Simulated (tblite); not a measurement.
Parent: `[SiH3:1][N:2]([SiH3:3])[Si@H:4]([SiH3:5])[Cl:6]` with Si1–N2–Si4–Si5 85°, ClH10NSi4.

Computed geometry: GFN2-xTB, gas phase. One conformer each, not checked by frequencies here.

| coordinate of the parent | value |
| --- | --- |
| Si1–N2 | 1.748 Å |
| N2–Si3 | 1.743 Å |
| N2–Si4 | 1.747 Å |
| Si4–Si5 | 2.310 Å |
| Si4–Cl6 | 2.027 Å |
| Si1–N2–Si3 | 118.9° |
| Si1–N2–Si4 | 119.9° |
| Si3–N2–Si4 | 121.1° |
| N2–Si4–Si5 | 110.2° |
| N2–Si4–Cl6 | 106.7° |
| Si5–Si4–Cl6 | 112.0° |

How does the shared frame change in `[CH3:1][C:2]#[C:3][SiH2:4][Si@H:5]([Cl:6])[N:7]([SiH3:8])[SiH3:9]` with C3–Si4–Si5–Cl6 -123°, Si4–Si5–N7–Si8 -122°, C3H12ClNSi4? Atoms pair as Si1 = Si9, N2 = N7, Si3 = Si8, Si4 = Si5, Si5 = Si4, Cl6 = Cl6 (parent first).

```csv
parent,relative,value in the relative,change
Si1–N2,Si9–N7,1.744 Å,-0.004
N2–Si3,N7–Si8,1.742 Å,-0.001
N2–Si4,N7–Si5,1.749 Å,+0.002
Si4–Si5,Si5–Si4,2.310 Å,0.000
Si4–Cl6,Si5–Cl6,2.030 Å,+0.003
Si1–N2–Si3,Si9–N7–Si8,118.1°,-0.8
Si1–N2–Si4,Si9–N7–Si5,120.1°,+0.2
Si3–N2–Si4,Si8–N7–Si5,121.3°,+0.2
N2–Si4–Si5,N7–Si5–Si4,109.8°,-0.4
N2–Si4–Cl6,N7–Si5–Cl6,107.1°,+0.4
Si5–Si4–Cl6,Si4–Si5–Cl6,112.4°,+0.4
```

Of the parent's bonds, Si1–N2 and Si4–Cl6 change most and about equally (-0.004 to +0.003 Å). Bonds of the relative outside the shared frame: C1–C2 1.446, C2≡C3 1.206, C3–Si4 1.846 Å. Point group C1 → C1.
